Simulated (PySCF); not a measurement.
Al(Cl)(OMe)(SeH) (CH₄AlClOSe), SMILES [SeH][Al]([Cl])[O]C.

The structure is a stationary point at ωB97X-D3(BJ)/def2-SVP. The structure was generated by enumeration; whether it is a known compound was not checked. Other conformers were not sampled.

The numbers are results of PySCF with ωB97X-D3(BJ)/def2-SVP, not measurements.

Frequencies are harmonic and unscaled.

| mode | ν (cm⁻¹) | IR (km/mol) | moving atoms (share of kinetic energy) |
|---|---|---|---|
| 1 | 72 | 3.6 | C 41 %, Cl 23 %, H 22 % |
| 2 | 76 | 0.1 | H 88 % |
| 3 | 85 | 1.8 | O 36 %, H 31 %, C 17 %, Al 12 % |
| 4 | 111 | 6.7 | Cl 43 %, Se 18 %, Al 17 %, O 10 % |
| 5 | 214 | 14.3 | O 47 %, Se 25 %, C 14 %, H 8 % |
| 6 | 223 | 56.4 | Al 54 %, H 22 %, O 16 % |
| 7 | 236 | 0.8 | H 77 %, Al 14 %, O 8 % |
| 8 | 359 | 16.9 | Cl 32 %, O 26 %, Al 19 %, Se 18 % |
| 9 | 567 | 107.3 | Al 45 %, H 34 %, Cl 20 % |
| 10 | 633 | 58.5 | H 61 %, Al 26 % |
| 11 | 778 | 85.2 | Al 51 %, C 21 %, O 17 %, H 9 % |
| 12 | 1193 | 36.5 | H 70 %, C 21 %, O 8 % |
| 13 | 1197 | 0.8 | H 77 %, C 18 % |
| 14 | 1269 | 416.6 | O 57 %, C 31 % |
| 15 | 1487 | 2.1 | H 97 % |
| 16 | 1490 | 3.3 | H 93 % |
| 17 | 1493 | 17.2 | H 91 %, C 9 % |
| 18 | 2500 | 6.3 | H 99 % |
| 19 | 3032 | 86.2 | H 97 % |
| 20 | 3119 | 38.1 | H 90 %, C 10 % |
| 21 | 3130 | 32.9 | H 90 %, C 10 % |
